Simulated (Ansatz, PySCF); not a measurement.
The pair A = SiH4 (SMILES [SiH4]) (first 5 atoms), B = CH4S (SMILES CS); geometry from B3LYP-D3(BJ)/def2-TZVP.
(charge 0, multiplicity 1):
```xyz
11

Si    -0.246     0.047     0.499
H      0.044     0.160    -0.953
H      0.707    -0.918     1.091
H     -1.634    -0.427     0.676
H     -0.065     1.375     1.123
C      1.075     0.532     4.156
S     -0.609    -0.160     4.093
H      1.656     0.229     3.288
H      0.958     1.614     4.140
H      1.584     0.246     5.074
H     -0.257    -1.456     4.097
```

Rows in 6-31G* carry no dispersion term and start afresh at each structure (6-31G* with six Cartesian d functions). MP2/6-31G* freezes PySCF's default core.

Programs: Ansatz (an electronic-structure program) with Gaussian orbitals; PySCF for 6-31G* rows. Values without a source in brackets are computed.

Total energies (hartree), monomers frozen at their geometry in the pair:

```
structure              HF/aug-cc-pV(D+d)Z  B3LYP/def2-TZVPPD    MP2/6-31G*
---------------------  ------------------  -----------------  ------------
AB                           -728.9838510       -730.6704595  -729.2610776
A in the pair's basis        -291.2505414       -291.9172618  -291.3076460
B in the pair's basis        -437.7348798       -438.7537560  -437.9535733
A                            -291.2502343       -291.9172181  -291.3070238
B                            -437.7344933       -438.7536889  -437.9526201
```

### Question
Work out the interaction energy without and with the counterpoise correction, and the superposition error, for each level.

### Answer

E(AB) − E(A) − E(B), times 627.509 kcal/mol, with the monomers in their own basis and then in the pair's basis:
- HF/aug-cc-pV(D+d)Z: 0.55 uncorrected, 0.99 corrected; the monomers gain 0.44 kcal/mol from borrowed functions
- B3LYP/def2-TZVPPD: 0.28 uncorrected, 0.35 corrected; the monomers gain 0.07 kcal/mol from borrowed functions
- MP2/6-31G*: -0.90 uncorrected, 0.09 corrected; the monomers gain 0.99 kcal/mol from borrowed functions
